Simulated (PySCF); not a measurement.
Vertical excitations of a molecule CH₆F₂OSi₂ from TDA-M06-2X/def2-SVPD (PySCF 2.14.0), as energy in eV (oscillator strength): 7.89 (0.002), 8.04 (0.008), 8.97 (0.098), 9.09 (0.091), 9.14 (0.003), 9.34 (0.242), 9.72 (0.020), 9.85 (0.059), 9.86 (0.069), 10.04 (0.149). Lowest triplet (TDA): 7.54 eV. The structure is a stationary point at ωB97X-D3(BJ)/def2-SVP. One conformer was computed; it need not be the lowest.

**Question.** Identify the compound among the candidates.
(A) C[Si](F)(F)O[SiH3]
(B) FC(F)[SiH2]O[SiH3]
(C) O[Si@H]([SiH3])C(F)F
(D) O[SiH2][SiH2]C(F)F

**Answer.** A, C[Si](F)(F)O[SiH3]
